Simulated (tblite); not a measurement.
Task: Give a GFN2-xTB geometry of `F[Si]1(O[SiH3])OCCCO1`.

Result: 
```
atom  x, y, z in Å
F1     0.9080    1.5696    1.5206
Si2    0.5916    0.3484    0.5180
O3     1.9766   -0.2959    0.0726
Si4    3.5244    0.0555   -0.2979
O5    -0.2746   -0.7611    1.3058
C6    -1.6700   -0.8278    1.1198
C7    -2.0630   -0.6171   -0.3379
C8    -1.6324    0.7624   -0.8223
O9    -0.2357    0.9428   -0.7368
H10    3.5296    0.7312   -1.5939
H11    4.0764    0.9098    0.7490
H12    4.1194   -1.2763   -0.3356
H13   -2.1462   -0.0655    1.7482
H14   -1.9845   -1.8168    1.4654
H15   -3.1419   -0.7234   -0.4467
H16   -1.5600   -1.3720   -0.9447
H17   -2.1247    1.5370   -0.2222
H18   -1.9018    0.9054   -1.8730
```

Orientation and origin are arbitrary. Atoms count from 1 in this order. The O–Si distances run from 1.591 Å (Si2–O3, drawn single) to 1.630 Å (O3–Si4, drawn single), a spread of 0.039 Å. Si4 (oxygen-bound silicon) is distorted tetrahedral (angles from 101.3° to 113.5°). Of the pairs four or more bonds apart, Si2···H16 is among the closest relative to their van der Waals radii: 3.12 Å, 95 % of the sum of Bondi's values. The 6-membered ring Si2–O5–C6–C7–C8–O9 has internal angles of 110.9° to 120.5° (sum 686°, against 720° for a flat polygon); it is puckered, 0.20 Å rms from its mean plane, widest ring torsion 61°.

Bonds between heavy atoms (Å): F1–Si2 1.611, Si2–O3 1.591, O3–Si4 1.630, Si2–O5 1.613, O5–C6 1.409, C6–C7 1.524, C7–C8 1.524, C8–O9 1.411, Si2–O9 1.616.

The geometry is computed with GFN2-xTB (gas phase).

Point group: C1 (no symmetry element, even within 0.4 Å). Its lowest GFN2-xTB frequency is 6 cm⁻¹, too small to tell a flat minimum from a shallow saddle. The numbers are those of one conformer (F1–Si2–O3–Si4 -36°, F1–Si2–O5–C6 101°, Si2–O5–C6–C7 40°, O5–C6–C7–C8 -61°, C6–C7–C8–O9 60°). 2 starts were optimised and ended at 0.00 and 0.16 kcal/mol (GFN2-xTB); the lowest of these is shown.

On one thread, Intel Xeon at 2.50 GHz (x86_64), no GPU, shared host with 64 logical CPUs at a one-minute load of 56, this took 1.6 s of wall time. These figures are those of the optimisation.
